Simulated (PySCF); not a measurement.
Gas-phase reaction: Br2 + 2 O + 2 H → 2 HOBr

Energies from PySCF, thermal terms from the rigid-rotor harmonic-oscillator model, ideal gas at 1 bar. † marks an energy on the PBE0/def2-TZVP geometry and frequencies; other levels use their own. CCSD(T) freezes the core. 6-31G* has spherical d functions here. Open shells (unrestricted): O (multiplicity 3, electronic degeneracy 9), H (multiplicity 2); the rest are closed-shell singlets. Spin-orbit splitting is ignored; it lowers the true energy and changes the entropy of O. B3LYP is the form with VWN-RPA correlation. Br: all electrons, no relativistic terms. CCSD(T) isn't extrapolated to the basis-set limit; its ΔH°(298 K) is -950.4 kJ in def2-SVP and -1050.0 kJ in def2-TZVPP. The harmonic model lacks anharmonicity and excited electronic states, which grow with temperature; levels with a mode under 35 cm⁻¹ are left out.

ΔH° and ΔS° at 298 K: B3LYP/6-31G* -1023 kJ, -302 J/K; BLYP/def2-TZVP† -1106 kJ, -303 J/K; CCSD(T)/def2-SVP† -950 kJ, -303 J/K; HF/6-31G* -453 kJ, -304 J/K; HF/def2-TZVP† -510 kJ, -303 J/K; M06-2X/def2-TZVP† -1068 kJ, -303 J/K.

**Question.** With the heat capacities included, give log10 K (1 bar) at 600, 800, 1000, 1600, 1800 K from B3LYP/6-31G*, BLYP/def2-TZVP†, CCSD(T)/def2-SVP†, HF/6-31G*, HF/def2-TZVP†, M06-2X/def2-TZVP†.

**Answer.** 
```
T (K)  B3LYP/6-31G*  BLYP/def2-TZVP†  CCSD(T)/def2-SVP†  HF/6-31G*  HF/def2-TZVP†  M06-2X/def2-TZVP†
-----  ------------  ---------------  -----------------  ---------  -------------  -----------------
600            72.9             80.0               66.5       23.1           28.1               76.7
800            50.3             55.6               45.5       12.9           16.7               53.2
1000           36.7             41.0               32.8        6.8            9.8               39.0
1600           16.1             18.8               13.7       -2.7           -0.7               17.5
1800           12.3             14.6               10.1       -4.4           -2.7               13.5
```
